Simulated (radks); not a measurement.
The numbers below are computed, except where a source is named.
Question: Ionisation ladder of chlorine, from Cl11+ to Cl13+. Each ion is in the ground configuration listed by NIST, and IE = E(next ion) - E(this ion). Level of theory: non-relativistic Kohn-Sham, LDA (Slater exchange, Perdew-Wang correlation), spin-polarised, spherical densities, point nucleus; open shells are filled with parallel spins first (a radial shooting solver on a logarithmic mesh with Libxc functionals).

species  configuration  IE, Delta-SCF (eV)  -e(HOMO) (eV)   HOMO
Cl11+     [He] 2s2 2p2              592.04         561.13  2p up
Cl12+     [He] 2s2 2p1              654.15         623.10  2p up
Cl13+         [He] 2s2                   ?         718.23     2s

Estimate the withheld Delta-SCF values.

Answer: Cl13+: 742.38 eV (NIST 750.2).
